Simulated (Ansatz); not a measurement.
Frontier orbitals of `[SiH3]C#CS`.

Cartesian coordinates in Å:
```
Si 1.0564 1.1524 -0.4703
C -0.1136 -0.0634 0.2022
C -0.8965 -0.8835 0.6350
S -1.9668 -1.9531 1.3536
H 0.5172 2.5242 -0.2961
H 2.3593 1.0466 0.2326
H 1.2498 0.8759 -1.9155
H -2.2057 -2.6992 0.2585
```

Charge 0, multiplicity 1. The structure was optimised at the PBE0-D4/def2-TZVP level. It is one conformer, not always the lowest. Basis def2-TZVPP, Ansatz.

A caution on the coupled-cluster cation, which keeps the state that its UHF reference found: spin contamination of the cation.

**Question.** Compute the vertical ionisation energy as the energy of the cation minus that of the neutral molecule, at each level. (Estimate.)

**Answer.** Computed: 
```tsv
level	IE (eV)	difference from CCSD(T)/CBS(def2)
PBE-D4/def2-TZVPP	8.88	-0.53
r2SCAN-D4/def2-TZVPP	8.94	-0.47
PBE0-D4/def2-TZVPP	9.06	-0.35
B3LYP-D4/def2-TZVPP	9.06	-0.35
ωB97X-V/def2-TZVPP	9.18	-0.23
ωB97M-V/def2-TZVPP	9.15	-0.26
B2PLYP/def2-TZVPP	9.13	-0.28
HF/def2-TZVPP	8.23	-1.18
MP2/def2-TZVPP	9.63	0.22
CCSD/def2-TZVPP	9.19	-0.21
CCSD(T)/def2-TZVPP	9.24	-0.17
HF/def2-QZVPP	8.22	-1.18
MP2/def2-QZVPP	9.73	0.32
HF/CBS(def2)	8.22	-1.18
MP2/CBS(def2)	9.80	0.39
CCSD/CBS(def2)	9.36	-0.04
CCSD(T)/CBS(def2)	9.40	0.00
```

B3LYP here is the variant with VWN-RPA as its local correlation; programs differ in this.
